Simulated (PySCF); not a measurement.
Ti(Cl)2(OH) (Cl₂HOTi), SMILES [Cl][Ti+]([OH])[Cl], charge +1, multiplicity 1.

Geometry optimised at B3LYP-D3(BJ)/def2-SVP. The spin state was assumed, not searched. The isomer is the one that the SMILES or the coordinates give; other isomers of the formula were not compared. The values are those of a single conformer.

Two levels are set side by side: PBE/def2-TZVPD (PySCF) and HF/def2-TZVPD (PySCF). Same geometry, gas phase. Differences are taken from unrounded values.

```tsv
quantity	HF
orbital gap (eV)	11.70
highest occupied level (eV)	-17.83
lowest empty level (eV)	-6.13
mean polarisability (bohr³)	54.6
```

Q: What does PBE give, and how far is it from HF? (Estimate from the structure and the level; the computed values follow.)

A: 
| quantity | PBE | PBE minus HF |
|---|---|---|
| orbital gap (eV) | 2.81 | -8.89 |
| highest occupied level (eV) | -13.32 | 4.51 |
| lowest empty level (eV) | -10.52 | -4.38 |
| mean polarisability (bohr³) | 61.9 | 7.3 |

PBE's occupied levels lie high since its potential decays too fast outside the molecule; exact exchange lowers them and widens the gap. PBE's more diffuse valence density responds more strongly to a field. Differences between two approximate levels are no errors against the true value.

Rough cost on one machine, each run with all the roots and properties that it gave: HF against PBE within a factor of 2.
